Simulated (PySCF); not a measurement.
## Cost of excited-state runs on 1-bromo-4-ethynylbenzene (C#Cc1ccc(Br)cc1, C8H5Br)

Molfile (atoms numbered from 1):
```
C8H5Br
     RDKit          3D

 14 14  0  0  0  0  0  0  0  0999 V2000
    4.2629   -0.4098    0.2844 C   0  0  0  0  0  0  0  0  0  0  0  0
    3.0657   -0.2308    0.2034 C   0  0  0  0  0  0  0  0  0  0  0  0
    1.6564   -0.0203    0.1086 C   0  0  0  0  0  0  0  0  0  0  0  0
    1.1457    1.1989   -0.3673 C   0  0  0  0  0  0  0  0  0  0  0  0
   -0.2252    1.4064   -0.4603 C   0  0  0  0  0  0  0  0  0  0  0  0
   -1.1004    0.3905   -0.0759 C   0  0  0  0  0  0  0  0  0  0  0  0
   -2.9599    0.6677   -0.2002 Br  0  0  0  0  0  0  0  0  0  0  0  0
   -0.6165   -0.8281    0.3994 C   0  0  0  0  0  0  0  0  0  0  0  0
    0.7555   -1.0288    0.4898 C   0  0  0  0  0  0  0  0  0  0  0  0
    5.3231   -0.5680    0.3562 H   0  0  0  0  0  0  0  0  0  0  0  0
    1.8374    1.9887   -0.6660 H   0  0  0  0  0  0  0  0  0  0  0  0
   -0.6175    2.3548   -0.8304 H   0  0  0  0  0  0  0  0  0  0  0  0
   -1.3121   -1.6145    0.6966 H   0  0  0  0  0  0  0  0  0  0  0  0
    1.1430   -1.9795    0.8606 H   0  0  0  0  0  0  0  0  0  0  0  0
  1  2  3  0
  2  3  1  0
  3  4  1  0
  4  5  2  0
  5  6  1  0
  6  7  1  0
  6  8  2  0
  8  9  1  0
  9  3  2  0
  1 10  1  0
  4 11  1  0
  5 12  1  0
  8 13  1  0
  9 14  1  0
M  END
```

PySCF with density fitting, on 1 thread of an Intel Xeon Platinum 8488C, shared host. Command: `OMP_NUM_THREADS=1 python excited_run.py task.json out`

(1) How long does each of these runs take, and how much memory?
- first hyperpolarisability, CAM-B3LYP/aug-cc-pVDZ; usual settings
- excited states, CAM-B3LYP/def2-TZVP; Tamm-Dancoff; spin-orbit couplings; 6 states; 5 triplets; quadratic response for 4 states
- excited states, CAM-B3LYP/aug-cc-pVDZ; two-photon moments; 8 states; quadratic response for 6 states; 0 triplets

Results:

(1) 
```
                      run                  level  basis functions  wall time  peak memory (GiB)
first hyperpolarisability  CAM-B3LYP/aug-cc-pVDZ              265       75 s                1.2
           excited states    CAM-B3LYP/def2-TZVP              326      110 s                1.4
           excited states  CAM-B3LYP/aug-cc-pVDZ              265       98 s                1.3
```
Times from a shared host are rough.
